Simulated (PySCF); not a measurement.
Löwdin shares of the frontier orbitals

Compound: C5H8GeOS.
Atom-mapped SMILES: `[CH3:1][S:2][GeH2:3][c:4]1[cH:5][cH:6][cH:7][o:8]1` (hydrogens: H9, H10, H11 on C1; H12, H13 on Ge3; H14 on C5; H15 on C6; H16 on C7)

Structure used (PBE0-D3(BJ)/def2-SVP), in Å, numbered top down from 1:
```xyz
16
C5H8GeOS angstrom
C      2.8399    0.5136   -0.2581
S      2.4581   -1.0587   -1.0961
Ge     0.8860   -1.8169    0.2730
C     -0.6080   -0.5970    0.1281
C     -0.9437    0.3099   -0.8425
C     -2.1508    0.9395   -0.4109
C     -2.4562    0.3694    0.7898
O     -1.5344   -0.5526    1.1225
H      1.9496    1.1540   -0.1817
H      3.2609    0.3427    0.7430
H      3.5930    1.0249   -0.8732
H      0.5394   -3.2317   -0.2158
H      1.3878   -1.8438    1.7288
H     -0.3822    0.4921   -1.7572
H     -2.7175    1.7137   -0.9235
H     -3.2686    0.5145    1.4978
```

The calculation used TDDFT B3LYP/def2-SVPD, vertical, gas phase, core orbitals frozen in the response in PySCF 2.14.0, density-fitted response routines. The B3LYP/def2-SVPD calculation is non-relativistic and has no spin–orbit coupling, an omission that weighs most on germanium.

Frontier orbitals with the atoms that hold most of them (Löwdin shares over 4%, at most four atoms; ? is withheld):

```
orbital  ε (eV)                            atoms
 HOMO-3   -8.32          S2 57%, Ge3 16%, C1 11%
 HOMO-2   -8.01    C6 28%, C5 27%, O8 24%, C7 8%
 HOMO-1   -6.64                                ?
   HOMO   -6.60                                ?
   LUMO   -0.63  C4 16%, C7 14%, O8 14%, Ge3 14%
 LUMO+1   -0.07   S2 27%, Ge3 22%, H12 9%, O8 8%
 LUMO+2    0.19  S2 29%, C1 15%, Ge3 14%, H11 8%
```

(1) Which atoms hold the HOMO, and with what shares?

(2) Which atoms hold the HOMO-1, and with what shares?

(3) The HOMO–LUMO gap is 5.97 eV. Where does the response calculation put the lowest singlet, and from which orbitals?

Answers

(1) S2 (bonded to C and Ge) 30%; C4 (bonded to C, Ge and O) 16%; C7 (bonded to C, O and H) 15%; C6 (bonded to 2 C and H) 8%. By element: carbon 40% or more, sulfur 30%.

(2) S2 (bonded to C and Ge) 42%; C4 (bonded to C, Ge and O) 13%; C7 (bonded to C, O and H) 11%; C1 (bonded to S and 3 H) 7%. By element: sulfur 42%, carbon 30% or more.

(3) S1 is at 5.10 eV (f = 0.010), 0.87 eV below the gap, made of HOMO-1→LUMO (46%), HOMO→LUMO (42%). Its leading pair isn't HOMO and LUMO; the energies of that pair differ by 6.01 eV. Without the coupling terms of the response equations the lowest excitation would equal the gap.

Next come S2 at 5.51 eV (f 0.156), HOMO→LUMO (40%), HOMO-1→LUMO (35%), HOMO-1→LUMO+1 (12%); S3 at 5.56 eV (f 0.0039), HOMO-1→LUMO+1 (42%), HOMO→LUMO+1 (38%); S4 at 5.79 eV (f 0.0028), HOMO→LUMO+2 (25%), HOMO-1→LUMO+2 (23%), HOMO-1→LUMO+3 (22%); S5 at 5.93 eV (f 0.166), HOMO-1→LUMO+1 (33%), HOMO→LUMO+1 (31%), HOMO→LUMO (11%).

Löwdin shares depend on the basis, the more so with diffuse functions.

One conformer stands for the species.
